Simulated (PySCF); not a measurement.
PySCF job for C2HBr2Cl, SMILES ClC=C(Br)Br, TDDFT-PBE/def2-SVPD. Geometry optimised at B3LYP-D3(BJ)/def2-SVP.

```python
import numpy as np
from pyscf import gto, scf, dft, tdscf

mol = gto.M(
    atom='''
    Cl    1.37091007    2.43731154    0.00000000
    C     1.38426367    0.71313579    0.00000000
    C     0.28337674   -0.05127960    0.00000000
    Br   -1.47048433    0.63461297    0.00000000
    Br    0.45079711   -1.93939263    0.00000000
    H     2.37773887    0.26185496    0.00000000
    ''',
    basis='def2-SVPD',
    charge=0,
    spin=0,
    symmetry=True,
    max_memory=1600,
    verbose=4,
)
mf = dft.RKS(mol, xc='pbe').density_fit(auxbasis='def2-universal-jkfit')
mf.grids.level = 3
mf.conv_tol = 1e-9
mf.max_cycle = 100
mf.kernel()
mf.grids = dft.Grids(mol).set(level=1).build(with_non0tab=True)  # coarser grid for the response kernel
td = tdscf.TDDFT(mf)
td.singlet = True
td.nstates = 10
td.conv_tol = 1e-4
td.positive_eig_threshold = 1e-6
td.kernel(x0=td.get_init_guess(mf, 15))
td.analyze()
tt = tdscf.TDA(mf)
tt.singlet = False
tt.nstates = 4
tt.conv_tol = 1e-4
tt.positive_eig_threshold = 1e-6
tt.kernel(x0=tt.get_init_guess(mf, 9))
tt.analyze(verbose=3)
```

Output:

```
PySCF version 2.14.0

[INPUT] verbose = 4
[INPUT] num. atoms = 6
[INPUT] num. electrons = 100
[INPUT] charge = 0
[INPUT] spin (= nelec alpha-beta = 2S) = 0
[INPUT] symmetry True subgroup None
[INPUT] Mole.unit = angstrom
[INPUT] Symbol           X                Y                Z      unit          X                Y                Z       unit  Magmom
[INPUT]  1 Cl     1.370910070000   2.437311540000   0.000000000000 AA    2.590644573708   4.605851290842   0.000000000000 Bohr   0.0
[INPUT]  2 C      1.384263670000   0.713135790000   0.000000000000 AA    2.615879220485   1.347631332725   0.000000000000 Bohr   0.0
[INPUT]  3 C      0.283376740000  -0.051279600000   0.000000000000 AA    0.535504428672  -0.096904399777   0.000000000000 Bohr   0.0
[INPUT]  4 Br    -1.470484330000   0.634612970000   0.000000000000 AA   -2.778812654165   1.199244708397   0.000000000000 Bohr   0.0
[INPUT]  5 Br     0.450797110000  -1.939392630000   0.000000000000 AA    0.851883075645  -3.664920918700   0.000000000000 Bohr   0.0
[INPUT]  6 H      2.377738870000   0.261854960000   0.000000000000 AA    4.493275260033   0.494834158759   0.000000000000 Bohr   0.0

nuclear repulsion = 646.533881438756
point group symmetry = Cs
symmetry origin: [-3.40150678e-09  3.40150697e-09  0.00000000e+00]
symmetry axis x: [1.00000000e+00 1.13755209e-10 0.00000000e+00]
symmetry axis y: [-1.13755209e-10  1.00000000e+00  0.00000000e+00]
symmetry axis z: [0. 0. 1.]
num. orbitals of irrep A' = 109
num. orbitals of irrep A" = 48
number of shells = 61
number of NR pGTOs = 281
number of NR cGTOs = 157
basis = def2-SVPD
ecp = {}


[settings echo left out]
init E= -5681.82156964356
HOMO (A") = -0.255525218887673  LUMO (A") = -0.087063735603508  gap/eV = 4.58407
cycle= 1 E= -5683.41576640144  delta_E= -1.59  |g|= 0.322  |ddm|= 4.44
HOMO (A") = -0.223866785551492  LUMO (A') = -0.0979174615167659  gap/eV = 3.42726
cycle= 2 E= -5683.38230452098  delta_E= 0.0335  |g|= 0.447  |ddm|= 1.22
HOMO (A") = -0.227396245330834  LUMO (A') = -0.0682724798896834  gap/eV = 4.32998
cycle= 3 E= -5683.41359457826  delta_E= -0.0313  |g|= 0.251  |ddm|= 0.909
HOMO (A") = -0.230541463892882  LUMO (A') = -0.0805595282645508  gap/eV = 4.08122
cycle= 4 E= -5683.43108762686  delta_E= -0.0175  |g|= 0.0245  |ddm|= 0.339
HOMO (A") = -0.230201362122438  LUMO (A') = -0.081593985067713  gap/eV = 4.04381
cycle= 5 E= -5683.43119868244  delta_E= -0.000111  |g|= 0.0128  |ddm|= 0.0672
HOMO (A") = -0.230966523742691  LUMO (A') = -0.0815362609015495  gap/eV = 4.06620
cycle= 6 E= -5683.43124711996  delta_E= -4.84e-05  |g|= 0.00527  |ddm|= 0.025
HOMO (A") = -0.230667832713925  LUMO (A') = -0.081245777397204  gap/eV = 4.06598
cycle= 7 E= -5683.43125489979  delta_E= -7.78e-06  |g|= 0.000908  |ddm|= 0.0103
HOMO (A") = -0.230646934711986  LUMO (A') = -0.0812584055084842  gap/eV = 4.06507
cycle= 8 E= -5683.43125512616  delta_E= -2.26e-07  |g|= 0.000222  |ddm|= 0.00175
HOMO (A") = -0.230654876818584  LUMO (A') = -0.0812701683287145  gap/eV = 4.06496
cycle= 9 E= -5683.43125513643  delta_E= -1.03e-08  |g|= 7.64e-05  |ddm|= 0.000501
HOMO (A") = -0.230656536942287  LUMO (A') = -0.0812718706074529  gap/eV = 4.06496
cycle= 10 E= -5683.43125513796  delta_E= -1.53e-09  |g|= 1.24e-05  |ddm|= 0.000148
HOMO (A") = -0.230655854842493  LUMO (A') = -0.0812708327331144  gap/eV = 4.06497
cycle= 11 E= -5683.43125513802  delta_E= -6e-11  |g|= 2.62e-06  |ddm|= 3.04e-05
HOMO (A") = -0.230656065479169  LUMO (A') = -0.0812710608663192  gap/eV = 4.06497
Extra cycle  E= -5683.43125513804  delta_E= -1.82e-11  |g|= 3.53e-06  |ddm|= 1.16e-05
converged SCF energy = -5683.43125513804
tot grids = 33816
Overwritten attributes  positive_eig_threshold  of <class 'pyscf.tdscf.rks.CasidaTDDFT'>


******** <class 'pyscf.tdscf.rks.CasidaTDDFT'> for <class 'pyscf.df.df_jk.DFSymAdaptedRKS'> ********
nstates = 10 singlet
deg_eia_thresh = 1.000e-03
wfnsym = None
conv_tol = 0.0001
eigh lindep = 1e-12
eigh level_shift = 0
eigh max_cycle = 100


Excitation energies (eV)
[4.24190256 4.69180082 5.25471248 5.26319227 5.34936035 5.6249612
 5.62914993 5.91509629 5.92879465 5.96977606]

** Singlet excitation energies and oscillator strengths **
Excited State   1:   A"      4.24190 eV    292.28 nm  f=0.0001
      50 -> 51       -0.70514
Excited State   2:   A"      4.69180 eV    264.26 nm  f=0.0000
      50 -> 53       -0.70245
Excited State   3:   A'      5.25471 eV    235.95 nm  f=0.0474
      47 -> 51       -0.10891
      49 -> 51        0.59163
      49 -> 53       -0.12848
      50 -> 52        0.31856
Excited State   4:   A"      5.26319 eV    235.57 nm  f=0.0001
      49 -> 52        0.70670
Excited State   5:   A'      5.34936 eV    231.77 nm  f=0.1461
      44 -> 52        0.10882
      46 -> 51       -0.10661
      48 -> 52       -0.16843
      49 -> 51        0.32655
      50 -> 52       -0.57029
Excited State   6:   A'      5.62496 eV    220.42 nm  f=0.0186
      46 -> 51        0.13030
      47 -> 51        0.12714
      49 -> 53        0.66441
Excited State   7:   A"      5.62915 eV    220.25 nm  f=0.0000
      48 -> 51       -0.69879
Excited State   8:   A'      5.91510 eV    209.61 nm  f=0.0317
      46 -> 51        0.24602
      47 -> 51       -0.60874
      48 -> 52        0.16971
      49 -> 53        0.11357
      50 -> 52       -0.13283
Excited State   9:   A'      5.92879 eV    209.12 nm  f=0.0700
      47 -> 51        0.19780
      48 -> 52        0.62774
      49 -> 51        0.17351
Excited State  10:   A"      5.96978 eV    207.69 nm  f=0.0001
      47 -> 52       -0.69552

** Transition electric dipole moments (AU) **
state          X           Y           Z        Dip. S.      Osc.
  1        -0.0000      0.0000     -0.0301      0.0009      0.0001
  2        -0.0000     -0.0000     -0.0148      0.0002      0.0000
  3        -0.0926     -0.5998     -0.0000      0.3684      0.0474
  4        -0.0000      0.0000      0.0248      0.0006      0.0001
  5         0.7972      0.6920      0.0000      1.1145      0.1461
  6        -0.1470     -0.3369     -0.0000      0.1351      0.0186
  7         0.0000     -0.0000     -0.0003      0.0000      0.0000
  8         0.3515      0.3087     -0.0000      0.2189      0.0317
  9         0.5793     -0.3821      0.0000      0.4816      0.0700
 10         0.0000      0.0000     -0.0273      0.0007      0.0001

** Transition velocity dipole moments (imaginary part, AU) **
state          X           Y           Z        Dip. S.      Osc.
  1        -0.0000      0.0000     -0.0109      0.0001      0.0005
  2        -0.0000     -0.0000     -0.0038      0.0000      0.0001
  3        -0.0140     -0.1157     -0.0000      0.0136      0.0469
  4        -0.0000      0.0000      0.0047      0.0000      0.0001
  5         0.1539      0.1336      0.0000      0.0415      0.1409
  6        -0.0313     -0.0713     -0.0000      0.0061      0.0195
  7         0.0000     -0.0000     -0.0012      0.0000      0.0000
  8         0.0744      0.0665     -0.0000      0.0100      0.0306
  9         0.1256     -0.0829      0.0000      0.0227      0.0693
 10         0.0000      0.0000     -0.0045      0.0000      0.0001

** Transition magnetic dipole moments (imaginary part, AU) **
state          X           Y           Z
  1         0.0421     -0.0684     -0.0000
  2        -0.0031      0.0673      0.0000
  3         0.0000      0.0000      0.7910
  4         0.3980      0.2692      0.0000
  5        -0.0000      0.0000      0.2022
  6         0.0000     -0.0000      0.4491
  7         0.4306      0.2279      0.0000
  8        -0.0000     -0.0000     -0.3643
  9         0.0000     -0.0000      0.1891
 10         0.2330     -0.1179      0.0000
Overwritten attributes  positive_eig_threshold  of <class 'pyscf.tdscf.rks.TDA'>


******** <class 'pyscf.tdscf.rks.TDA'> for <class 'pyscf.df.df_jk.DFSymAdaptedRKS'> ********
nstates = 4 triplet
deg_eia_thresh = 1.000e-03
wfnsym = None
conv_tol = 0.0001
eigh lindep = 1e-12
eigh level_shift = 0
eigh max_cycle = 100


Excitation energies (eV)
[3.62619431 3.86858196 4.33793389 4.76124229]

** Triplet excitation energies and oscillator strengths **
Excited State   1:   A'      3.62619 eV    341.91 nm  f=0.0000
Excited State   2:   A"      3.86858 eV    320.49 nm  f=0.0000
Excited State   3:   A"      4.33793 eV    285.81 nm  f=0.0000
Excited State   4:   A'      4.76124 eV    260.40 nm  f=0.0000
```

Self-consistency was reached.
